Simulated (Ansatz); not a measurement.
A run on `[AlH2][SiH2][SiH2][GaH2]` with other settings.

```yaml
crystal:
  periodic: [false, false, false]
  atoms:
    - {symbol: Al, position_ang: [-2.472577, 1.395550, 0.918814]}
    - {symbol: Si, position_ang: [-1.003798, 0.171802, -0.594265]}
    - {symbol: Si, position_ang: [1.006289, -0.185413, 0.579851]}
    - {symbol: Ga, position_ang: [2.460870, -1.379233, -0.905446]}
    - {symbol: H, position_ang: [-2.431169, 2.982615, 0.956339]}
    - {symbol: H, position_ang: [-3.384035, 0.604375, 1.950508]}
    - {symbol: H, position_ang: [-0.663588, 0.914987, -1.843258]}
    - {symbol: H, position_ang: [-1.527209, -1.167026, -0.996611]}
    - {symbol: H, position_ang: [0.679261, -0.938826, 1.825521]}
    - {symbol: H, position_ang: [1.539476, 1.147148, 0.988133]}
    - {symbol: H, position_ang: [2.417018, -2.949126, -0.967049]}
    - {symbol: H, position_ang: [3.379463, -0.596864, -1.912548]}
basis:
  gaussian: {orbitals: cc-pVTZ-DK}
hamiltonian: {xc: {name: PBE0-DH}, pseudopotentials: {relativity: none}}
output: {forces: true}
```

```sh
$ ansatz run in.yaml --threads 4 --pin off --events-out ev --progress --plain --max-ram 10444MiB
```

It prints (some lines left out):

```
Functional definition: PBE0-DH
1512 factors; integrals over basis functions are off by at most 1.8e-3 eV
mean field evaluation 1: about -74528.6147 eV, gradient 1.7e1 eV
mean field evaluation 2: about -74528.7042 eV, gradient 1.7e1 eV
mean field evaluation 4: about -74529.4966 eV, gradient 2.2e0 eV
mean field evaluation 8: about -74529.5060 eV, gradient 9.9e-2 eV
mean field evaluation 16: about -74529.5060 eV, gradient 2.9e-5 eV
mean field -74529.50602859 eV, -2738.9088286369 hartree, gradient 2.8e-6 eV, S^2 0.000000; 0 other end points of the search recorded, 0 dependent functions left out
24 core orbitals not correlated: weight in the atoms' cores, before any rotation towards them, 0.999 or more for the frozen orbitals, at most 0.000 for the correlated occupied ones
reference -74529.50606159 eV, -2738.9088298500 hartree; 16, 16 occupied and 217, 217 virtual orbitals, 1512 factors
second order -17.32833534 eV of doubles, -0.00000000 eV of singles
WARN: the results are in doubt because the basis set is contracted for relativity, which is off
Total energy: -74531.67210351 eV, -2738.9884304222 hartree
Atom 0 at    -2.472577     1.395550     0.918814 Å, force    -0.032765     0.023133     0.015381 eV/Å
Atom 1 at    -1.003798     0.171802    -0.594265 Å, force     0.015665    -0.026282    -0.046976 eV/Å
Atom 2 at     1.006289    -0.185413     0.579851 Å, force     0.329120    -0.227360    -0.230782 eV/Å
Atom 3 at     2.460870    -1.379233    -0.905446 Å, force    -0.293700     0.202071     0.206094 eV/Å
Atom 4 at    -2.431169     2.982615     0.956339 Å, force    -0.004450    -0.037992     0.004129 eV/Å
Atom 5 at    -3.384035     0.604375     1.950508 Å, force     0.017765     0.022397    -0.020706 eV/Å
Atom 6 at    -0.663588     0.914987    -1.843258 Å, force    -0.016897    -0.029180     0.038921 eV/Å
Atom 7 at    -1.527209    -1.167026    -0.996611 Å, force     0.016275     0.048942     0.008231 eV/Å
Atom 8 at     0.679261    -0.938826     1.825521 Å, force     0.006832     0.047467    -0.033560 eV/Å
Atom 9 at     1.539476     1.147148     0.988133 Å, force    -0.033090    -0.048656     0.004355 eV/Å
Atom 10 at     2.417018    -2.949126    -0.967049 Å, force    -0.065645    -0.139939     0.089047 eV/Å
Atom 11 at     3.379463    -0.596864    -1.912548 Å, force     0.060891     0.165397    -0.034134 eV/Å
Dipole moment:    -0.023004     0.009193     0.001101 e Å
In doubt: the basis set is contracted for relativity, which is off
```

Hardware: 4 threads of an Arm Neoverse V1 on a shared host. Wall time 20 s, peak host memory 0.86 GiB.
